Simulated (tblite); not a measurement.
C4H10Cl2OSi.
Numbering: `[CH3:1][O:2][C@H:3]([CH2:4][Cl:5])[SiH2:6][CH2:7][Cl:8]` (hydrogens: H9, H10, H11 on C1; H12 on C3; H13, H14 on C4; H15, H16 on Si6; H17, H18 on C7)

Cartesian coordinates in Å at the GFN2-xTB level; atoms count from 1:
```xyz
18
C4H10Cl2OSi angstrom
C      2.2628    1.4551   -0.0927
O      1.2085    0.7930   -0.7502
C      0.3525    0.0410    0.0898
C      1.0301   -1.2443    0.5575
Cl    -0.1947   -2.3552    1.1898
Si    -1.1954   -0.2865   -1.0005
C     -2.7651   -0.2771    0.0946
Cl    -2.8817    1.3197    0.8830
H      1.8894    2.0514    0.7478
H      2.7177    2.1143   -0.8298
H      3.0186    0.7535    0.2767
H      0.0872    0.6408    0.9735
H      1.7555   -1.0797    1.3557
H      1.5129   -1.7352   -0.2881
H     -1.2748    0.8211   -1.9476
H     -1.0994   -1.5874   -1.6659
H     -3.6694   -0.3996   -0.4944
H     -2.7636   -1.0186    0.8891
```

Calculated harmonic vibrations of the isolated species, GFN2-xTB (tblite), most abundant isotopes, no scaling. This tight-binding method is rough: wavenumbers can miss measured ones by several per cent, in bad cases by 10 to 20. Modes of hydrogen on silicon can be 10 to 20 % off. One conformer, not necessarily the lowest.

Harmonic wavenumbers (cm⁻¹): 32.7, 44.9, 73.2, 88.7, 117.7, 149.4, 168.2, 189.0, 238.5, 300.8, 383.5, 412.3, 487.9, 574.6, 643.0, 694.7, 707.9, 751.2, 757.8, 771.6, 779.8, 926.8, 979.1, 1059.8, 1086.7, 1091.9, 1103.4, 1129.3, 1154.1, 1186.6, 1232.2, 1265.2, 1308.8, 1403.6, 1428.2, 1445.3, 1471.3, 1488.9, 2263.6, 2315.8, 2850.2, 2912.9, 2932.1, 2968.1, 2984.6, 3006.9, 3013.1, 3024.7.

A = 1197, B = 814.7, C = 591.1 MHz; mass 171.988 u (most abundant isotopes); point group C1, symmetry number 1.

Q: What is the zero-point energy?

A: ½Σν̃ = 28700 cm⁻¹ = 343.33 kJ/mol.

Q: What is S at 298.15 K and 1 bar for an ideal gas of classical rigid rotors and harmonic oscillators?

A: Translation 173.05, rotation 128.45, vibration 159.25: S = 460.8 J/(mol K).

Q: And Cp and H(298.15 K) − H(0)?

A: Cp = 172.85 J/(mol K), of which vibrations give 139.59 (their classical limit is 48 R = 399.1); H(298.15 K) − H(0) = 33.00 kJ/mol without the zero-point energy, 23.09 from vibrations.

Q: How do the functions run with temperature in this model?

A: 
```csv
T (K),S (J/(mol K)),Cp (J/(mol K)),H − H(0) (kJ/mol),G − H(0) (kJ/mol),ln q(vib)
150,364.6,114.3,11.77,-42.92,4.90
250,432.1,153.5,25.14,-82.87,8.31
400,517.0,211.0,52.59,-154.21,12.93
600,614.2,268.4,100.91,-267.59,18.58
900,734.2,322.8,190.27,-470.51,26.20
```

q(vib) and H(0) count from the zero-point level.

Q: What must be added to the electronic energy to get the Gibbs energy at 298.15 K and 1 bar?

A: ZPE + [H(298.15 K) − H(0)] − T·S = 343.33 + 33.00 − 137.37 = 238.96 kJ/mol.

Hindered rotation and anharmonicity are outside this model. Other conformers, if any are populated, would add a mixing term that is left out. The structure is chiral; the term R ln 2 for an equal mix with its mirror image is left out.
